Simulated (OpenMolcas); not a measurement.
# Tc5+: moving or changing the point charges

Tc5+ among 4 point charges of -2 e arranged as a tetrahedron (Td), 1.93 Å from the ion.
```
   1.1143    1.1143    1.1143  -2.00
   1.1143   -1.1143   -1.1143  -2.00
  -1.1143    1.1143   -1.1143  -2.00
  -1.1143   -1.1143    1.1143  -2.00
```

```
Program             : OpenMolcas
Method              : SS-CASPT2, IPEA 0.25 Eh, imaginary shift 0.1 Eh (closed shells correlated: 4s 4p)
Basis               : ANO-RCC-VDZP [6s5p3d1f]
Scalar Hamiltonian  : DKH2, point nucleus
Active space        : 2 electrons in 5 orbitals (4d)
State averaging     : 2S+1 = 3 even, 10 roots; 2S+1 = 1 even, 15 roots
Spin-orbit coupling : RASSI with atomic mean-field integrals over the reference wave functions
```

Runs around this geometry, states (labels of Td). Energies in cm-1 above the lowest state or level, χT in cm3 K/mol.

| R (Å) | q (e) | Ground state | First state of that spin | First gap with spin-orbit (degeneracies) | χT at 300 K | First state of another spin |
| --- | --- | --- | --- | --- | --- | --- |
| 1.93 | -1.6 | 3A2 | 3T2 2480 | 2100 (3, 2) | 0.194 | 1E 11560 |
| 1.84 | -2 | 3A2 | 3T2 4140 | 3690 (3, 2) | 0.318 | 1E 11930 |
| 1.93 | -2 | 3A2 | 3T2 3200 | 2790 (3, 2) | 0.242 | 1E 11760 |
| 2.1 | -2 | 3A2 | 3T2 1910 | 1680 (3, 2) | 0.171 | 1E 11340 |

Taking the first state of the same spin as R^-n, n = -ln(1910 / 4140) / ln(2.1 / 1.84) = 5.9 between the shortest and longest distance.

Scaling the charges by -1.6 / -2 = 0.80 scales the first state of the same spin by 2480 / 3200 = 0.78; with fixed orbitals a first-order splitting would follow the charge.

Roots that are degenerate in the reference are averaged as groups; the widest CASPT2 spread within a group is 370 cm-1 (the 3-fold group of multiplicity 1 near 20400 cm-1 above the lowest state of its run, R = 1.93, q = -2). Shifts and gaps below about the spread of the groups concerned are not significant. Free-ion shares, where given, are those of the reference states; single-state CASPT2 does not remix them. The ground term spreads over less than 5000 cm-1, several times less than with real ligands, so orbital moments are less quenched and χT lies further from the spin-only value than at real sites (holds for R = 1.93, q = -1.6; R = 2.1, q = -2). Spin-orbit coupling mixes the spin-free states strongly: the lowest level takes only 65 % from its leading state, 3A2 (holds for R = 2.1, q = -2). This is an electrostatic model: the charges have no orbitals. No measured value stands beside these numbers.
